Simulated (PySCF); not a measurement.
Computed with PBE-D3(BJ)/def2-TZVP // B3LYP-D3(BJ)/def2-TZVP run with PySCF 2.14.0. Isolated molecules, 0 K electronic values unless said otherwise. One relaxed conformer stands for a flexible species; it need not be the lowest. Excitations are Tamm–Dancoff values on a coarser integration grid. The basis has no diffuse functions, so Rydberg states are missing or too high.

Reference species (SMILES): `[OH][Ga]([OH])[SH]` (neutral, multiplicity 1).

| Property | Value |
|---|---|
| T1 excitation (TDA) | 4.55 eV |
| HOMO–LUMO gap | 4.74 eV |
| S1 oscillator strength | 0.006 |
| S1–T1 gap (TDA) | 0.31 eV |

After one change: the T1 excitation (TDA) rises by 0.47 eV; the HOMO–LUMO gap increases by 0.46 eV; the S1 oscillator strength stays essentially unchanged; the S1–T1 gap (TDA) falls by 0.02 eV.

What was changed between the two runs? The new species is one of these.
A. `[OH][Ga]([OH])[OH]`
B. `[SH][Ga]([SH])[SH]`
C. `[OH][Ga]([SH])[SH]`

A, `[OH][Ga]([OH])[OH]`
